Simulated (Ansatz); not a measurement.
Relaxation of CH5AlBF (9 atoms, charge 0, multiplicity 1), to a largest force component of 0.015 eV/Å in at most 40 steps.

These are results of RKS LDA/def2-SVP (Ansatz), not measurements.

```xyz
9
Properties=species:S:1:pos:R:3
B -0.937 1.643 -0.901
Al 0.018 -0.173 -0.576
C 0.590 -1.611 -1.837
F 0.383 -0.519 1.012
H -1.254 2.001 -1.977
H -1.203 2.393 -0.036
H 1.320 -1.280 -2.582
H 1.061 -2.430 -1.279
H -0.234 -2.055 -2.406
```

Where does it end, and by what steps?

It converged. The force dipped under the threshold on the way, but the program's further checks kept it going. After 22 steps the energy has fallen by 0.227 eV; H6 moved furthest, 1.27 Å.

| step | energy less start (eV) | largest force component (eV/Å) | accepted |
| --- | --- | --- | --- |
| 0 | 0.0000 | 1.062 | yes |
| 1 | -0.1070 | 0.363 | yes |
| 2 | -0.1197 | 0.039 | yes |
| 3 | -0.1203 | 0.019 | yes |
| 4 | -0.1203 | 0.062 | no |
| 5 | -0.1207 | 0.014 | yes |
| 6 | -0.1209 | 0.012 | yes |
| 7 | -0.1209 | 0.009 | yes |
| 8 | -0.1212 | 0.029 | yes |
| 9 | -0.1132 | 0.449 | no |
| 10 | -0.1234 | 0.081 | yes |
| 11 | -0.1279 | 0.175 | yes |
| 12 | -0.1312 | 0.379 | yes |
| 13 | -0.1466 | 0.348 | yes |
| 14 | -0.1724 | 0.336 | yes |
| 15 | -0.2025 | 0.133 | yes |
| 16 | -0.2181 | 0.095 | yes |
| 17 | -0.2130 | 0.328 | no |
| 18 | -0.2230 | 0.099 | yes |
| 19 | -0.2259 | 0.016 | yes |
| 20 | -0.2262 | 0.034 | yes |
| 21 | -0.2265 | 0.030 | yes |
| 22 | -0.2266 | 0.015 | yes |

```xyz
9
Properties=species:S:1:pos:R:3
B -0.879 1.613 -0.921
Al -0.147 -0.325 -0.548
C 0.713 -1.520 -1.806
F -0.357 -0.908 1.008
H -2.016 1.829 -1.323
H -0.200 2.622 -0.781
H 1.318 -0.985 -2.569
H 1.370 -2.250 -1.284
H -0.058 -2.106 -2.357
```

Whether the end is a true minimum wasn't checked by a vibrational analysis.

Time of the run: 41 s on 1 thread of Intel(R) Xeon(R) Platinum 8488C (Sapphire Rapids), on a shared host, peak memory 0.16 GiB.
